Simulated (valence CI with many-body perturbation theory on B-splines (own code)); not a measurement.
**Eu29+: calculated level list**

Calculated by relativistic CI+MBPT: six valence electrons over a frozen Dirac-Fock core [Ar] 3d10, a basis of 9 s, 9 p, 8 d, 6 f, 3 g, 1 h functions for each j, with the one-electron correlation potential Σ1, the two-electron term Σ2, the three-electron term Σ3, Breit, model QED; selected CI, second order for the rest, scaled by the run's own slope (own B-spline code, finite nucleus).

No measured spectrum was set against this ion. As an estimate, large intervals hold to a few tenths of a per cent, small ones and those within an open d or f shell to about a per cent. Among the levels kept, up to 630 cm⁻¹ of a level comes from second order outside the variational space, and about a tenth of that is noise between levels of different J, which matters for small intervals.

Levels 1 to 39 of 39, with energies above the lowest level, (4s^2 4p1/2^2 4p3/2^2) J=2. "Leading %" is the weight of the configuration and term that name the level; weights of strongly mixed levels are sums over their largest components and can fall short. In the jj column 3d3/2^4 stands for four electrons in 3d with j = 3/2. Lifetimes count E1, E2, E3, M1 and M2 decay at the calculated energies, and are blank where another channel may lead or the interval is too uncertain; long ones can be off by a factor of two.

| No. | Configuration | Term | J | E (cm⁻¹) | Leading % | Lifetime | Second component | g | Leading jj |
| --- | --- | --- | --- | --- | --- | --- | --- | --- | --- |
| 1 | 4s²4p⁴ | ³P | 2 | 0 | 71 |  | 27 % 4s²4p⁴ ¹D | 1.359 | 4s^2 4p1/2^2 4p3/2^2 (98 %) |
| 2 | 4s²4p⁴ | ¹S | 0 | 53903 | 58 | 291 ms | 41 % 4s²4p⁴ ³P |  | 4s^2 4p1/2^2 4p3/2^2 (98 %) |
| 3 | 4s²4p⁴ | ³P | 1 | 301070 | 98 | 1.80 μs |  | 1.499 | 4s^2 4p1/2 4p3/2^3 (98 %) |
| 4 | 4s²4p⁴ | ¹D | 2 | 330130 | 71 | 3.33 μs | 27 % 4s²4p⁴ ³P | 1.136 | 4s^2 4p1/2 4p3/2^3 (98 %) |
| 5 | 4s²4p⁴ | ³P | 0 | 654520 | 57 | 707 ns | 40 % 4s²4p⁴ ¹S |  | 4s^2 4p3/2^4 (97 %) |
| 6 | 4s4p⁵ | ³P° | 2 | 865840 | 76 | 41.9 ps | 15 % 4s²4p³4d ³P° | 1.480 | 4s 4p1/2^2 4p3/2^3 (76 %) |
| 7 | 4s4p⁵ | ³P° | 1 | 902500 | 21 | 54.9 ps | 18 % 4s4p⁵ ¹P° | 1.211 | 4s^2 4p1/2^2 4p3/2 4d3/2 (55 %) |
| 8 | 4s²4p³4d | ³F° | 2 | 928180 | 31 | 107 ps | 16 % 4s²4p³4d ³D° | 1.033 | 4s^2 4p1/2^2 4p3/2 4d3/2 (85 %) |
| 9 | 4s²4p³4d | ³P° | 0 | 939040 | 50 | 8.87 ns | 37 % 4s²4p³4d ⁵D° |  | 4s^2 4p1/2^2 4p3/2 4d3/2 (95 %) |
| 10 | 4s²4p³4d | ³F° | 3 | 942540 | 28 | 2.21 ns | 24 % 4s²4p³4d ⁵D° | 1.176 | 4s^2 4p1/2^2 4p3/2 4d3/2 (86 %) |
| 11 | 4s²4p³4d | ³F° | 4 | 997840 | 43 | 224 μs | 36 % 4s²4p³4d ⁵D° | 1.294 | 4s^2 4p1/2^2 4p3/2 4d5/2 (96 %) |
| 12 | 4s²4p³4d | ⁵D° | 1 | 998260 | 26 | 7.12 ps | 25 % 4s4p⁵ ³P° | 1.323 | 4s 4p1/2^2 4p3/2^3 (40 %) |
| 13 | 4s²4p³4d | ³D° | 2 | 1040500 | 30 | 8.11 ps | 26 % 4s²4p³4d ⁵D° | 1.308 | 4s^2 4p1/2^2 4p3/2 4d5/2 (74 %) |
| 14 | 4s²4p³4d | ³D° | 3 | 1074000 | 23 | 6.37 ps | 20 % 4s²4p³4d ³G° | 1.130 | 4s^2 4p1/2^2 4p3/2 4d5/2 (74 %) |
| 15 | 4s²4p³4d | ³D° | 1 | 1109900 | 54 | 7.26 ps | 13 % 4s²4p³4d ³P° | 0.882 | 4s^2 4p1/2^2 4p3/2 4d5/2 (78 %) |
| 16 | 4s4p⁵ | ³P° | 0 | 1158600 | 60 | 50.4 ps | 27 % 4s²4p³4d ³P° |  | 4s 4p1/2 4p3/2^4 (60 %) |
| 17 | 4s²4p³4d | ⁵D° | 1 | 1185700 | 24 | 101 ps | 20 % 4s²4p³4d ³D° | 1.120 | 4s^2 4p1/2 4p3/2^2 4d3/2 (68 %) |
| 18 | 4s²4p³4d | ³F° | 2 | 1200900 | 44 | 182 ps | 28 % 4s²4p³4d ³D° | 1.022 | 4s^2 4p1/2 4p3/2^2 4d3/2 (94 %) |
| 19 | 4s²4p³4d | ¹S° | 0 | 1218800 | 46 | 39.6 ps | 34 % 4s²4p³4d ⁵D° |  | 4s^2 4p1/2 4p3/2^2 4d3/2 (54 %) |
| 20 | 4s²4p³4d | ³F° | 3 | 1221100 | 44 | 169 ps | 22 % 4s²4p³4d ³G° | 1.116 | 4s^2 4p1/2 4p3/2^2 4d3/2 (88 %) |
| 21 | 4s²4p³4d | ³D° | 1 | 1232800 | 45 | 13.6 ps | 22 % 4s4p⁵ ¹P° | 0.891 | 4s^2 4p1/2 4p3/2^2 4d5/2 (38 %) |
| 22 | 4s²4p³4d | ³G° | 4 | 1250600 | 56 | 11.0 μs | 22 % 4s²4p³4d ¹G° | 1.085 | 4s^2 4p1/2 4p3/2^2 4d3/2 (92 %) |
| 23 | 4s²4p³4d | ³D° | 3 | 1263700 | 60 | 132 ps | 24 % 4s²4p³4d ⁵D° | 1.325 | 4s^2 4p1/2 4p3/2^2 4d5/2 (95 %) |
| 24 | 4s²4p³4d | ⁵D° | 4 | 1271600 | 44 | 2.56 μs | 23 % 4s²4p³4d ¹G° | 1.273 | 4s^2 4p1/2 4p3/2^2 4d5/2 (93 %) |
| 25 | 4s²4p³4d | ³F° | 2 | 1283100 | 56 | 24.4 ps | 27 % 4s²4p³4d ¹D° | 0.868 | 4s^2 4p1/2 4p3/2^2 4d3/2 (89 %) |
| 26 | 4s²4p³4d | ³F° | 4 | 1304200 | 64 | 11.8 μs | 32 % 4s²4p³4d ¹G° | 1.168 | 4s^2 4p1/2 4p3/2^2 4d5/2 (94 %) |
| 27 | 4s²4p³4d | ³G° | 5 | 1315000 | 98 | 11.0 μs |  | 1.198 | 4s^2 4p1/2 4p3/2^2 4d5/2 (98 %) |
| 28 | 4s²4p³4d | ³S° | 1 | 1331100 | 33 | 1.82 ps | 14 % 4s²4p³4d ¹P° | 1.351 | 4s^2 4p1/2 4p3/2^2 4d3/2 (50 %) |
| 29 | 4s²4p³4d | ³P° | 2 | 1343900 | 50 | 1.37 ps | 14 % 4s²4p³4d ¹D° | 1.304 | 4s^2 4p1/2 4p3/2^2 4d3/2 (70 %) |
| 30 | 4s²4p³4d | ³D° | 3 | 1354800 | 61 | 1.19 ps | 12 % 4s²4p³4d ³F° | 1.196 | 4s^2 4p1/2 4p3/2^2 4d3/2 (76 %) |
| 31 | 4s²4p³4d | ³D° | 2 | 1363700 | 50 | 63.9 ps | 28 % 4s²4p³4d ³P° | 1.253 | 4s^2 4p1/2 4p3/2^2 4d5/2 (95 %) |
| 32 | 4s²4p³4d | ¹S° | 0 | 1366000 | 33 | 5.63 ps | 32 % 4s²4p³4d ³P° |  | 4s^2 4p1/2 4p3/2^2 4d5/2 (65 %) |
| 33 | 4s²4p³4d | ³P° | 1 | 1381000 | 46 | 1.63 ps | 23 % 4s²4p³4d ³D° | 1.164 | 4s^2 4p1/2 4p3/2^2 4d3/2 (45 %) |
| 34 | 4s²4p³4d | ³F° | 3 | 1384400 | 35 | 456 ps | 32 % 4s²4p³4d ¹F° | 1.134 | 4s^2 4p1/2 4p3/2^2 4d5/2 (97 %) |
| 35 | 4s²4p³4d | ³D° | 2 | 1403200 | 38 | 3.74 ps | 30 % 4s²4p³4d ³F° | 1.060 | 4s^2 4p1/2 4p3/2^2 4d5/2 (76 %) |
| 36 | 4s²4p³4d | ³S° | 1 | 1413600 | 21 | 1.50 ps | 16 % 4s²4p³4d ¹P° | 1.239 | 4s^2 4p1/2 4p3/2^2 4d3/2 (59 %) |
| 37 | 4s²4p³4d | ¹F° | 3 | 1427000 | 44 | 3.53 ps | 21 % 4s²4p³4d ³F° | 1.046 | 4s^2 4p1/2 4p3/2^2 4d5/2 (67 %) |
| 38 | 4s²4p³4d | ¹P° | 1 | 1445700 | 43 | 1.58 ps | 23 % 4s²4p³4d ³S° | 1.149 | 4s^2 4p1/2 4p3/2^2 4d5/2 (58 %) |
| 39 | 4s²4p³4d | ¹D° | 2 | 1461900 | 41 | 1.51 ps | 26 % 4s²4p³4d ³P° | 1.185 | 4s^2 4p1/2 4p3/2^2 4d5/2 (83 %) |

The ionisation energy to 4s²4p³ ²P°3/2 of the next ion comes out as 1125.6 eV (NIST: 1124 ± 4 eV (theoretical)). All 39 levels together are meant to be complete up to 1470100 cm⁻¹.
